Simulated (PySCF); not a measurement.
From PBE0/pcSseg-1 to PBE0/def2-SVP: the mean 1H shielding of 8 molecules

Settings: PySCF, density fitting, no solvent, no relativity; the PBE0-D3(BJ)/def2-SVP geometry of a molecule is the same in every run. Shieldings use GIAOs. Basis functions per molecule: 144–204 in pcSseg-1, 123–168 in def2-SVP.

Mean 1H shielding (ppm):

```tsv
molecule	PBE0/pcSseg-1	PBE0/def2-SVP
[SiH2]1[SiH2][SiH2][SiH2][SiH2][SiH2]1	27.61	27.72
CCCCC(N)=O	29.41	29.67
CCCNC(C)=O	29.34	29.60
CC(C)(C)C(N)=O	29.58	29.82
C[C@@H]1S[C@@H]1CF	28.55	28.85
F[C@@H]1CN[SiH2]C1	28.31	28.55
C=CC(=C)C[SiH3]	26.94	?
C=CC1C[SiH2]C1	27.77	27.97
```

Q: What should PBE0/def2-SVP give for `C=CC(=C)C[SiH3]`?

A: The basis change moves the other 7 molecules by +0.23 ppm on average (standard deviation 0.06), which puts `C=CC(=C)C[SiH3]` at 26.94 + 0.23 = 27.17 ppm. A straight line through the pairs, y = 1.050x − 1.19, gives 27.08 ppm. The run gave 27.15 ppm: the mean change misses by 0.02, the line by 0.07 ppm.

Q: Which of the two rules would one have trusted beforehand?

A: Leaving out each listed molecule in turn and predicting it from the rest, the mean change misses by 0.050 ppm on average and the line by 0.047; so neither has a clear lead.

Q: How even is the effect, and which conclusions about the order would change?

A: Among the 7 molecules with both values given it runs from +0.11 ppm for `[SiH2]1[SiH2][SiH2][SiH2][SiH2][SiH2]1` to +0.30 ppm for `C[C@@H]1S[C@@H]1CF`; `C=CC(=C)C[SiH3]` moves by +0.21 ppm, inside this range. The change is of one sign for all of them. No pair among the 7 changes order.

The figures describe these molecules alone; neither level is taken as the truth.
